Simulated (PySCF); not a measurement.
ClSn, charge +1, multiplicity 1. Atoms are numbered in the order given.

```xyz
2

Sn     0.0000     0.0000    -0.5733
Cl     0.0000     0.0000     1.6863
```
Charge +1, spin multiplicity 1.

The structure is a stationary point at PBE0-D3(BJ)/def2-TZVP. The multiplicity is an assumed one; other spin states were not compared. The def2 effective core potentials stand for the cores of Sn; spin–orbit coupling is left out.

Computed with r2SCAN/def2-TZVPD run with PySCF.

Gas-phase values at a fixed geometry.

```json
{
 "total_energy": "-674.33666 hartree",
 "point_group": "C∞v",
 "highest_occupied_level": "-14.32 eV",
 "lowest_empty_level": "-9.64 eV",
 "orbital_gap": "4.68 eV",
 "dipole_moment_about_the_centre_of_nuclear_charge": "2.64 D",
 "mean_static_polarisability": "40.9 bohr³ (6.06 Å³)",
 "polarisability_principal_values": "32.6, 32.6, 57.4 bohr³"
}
```
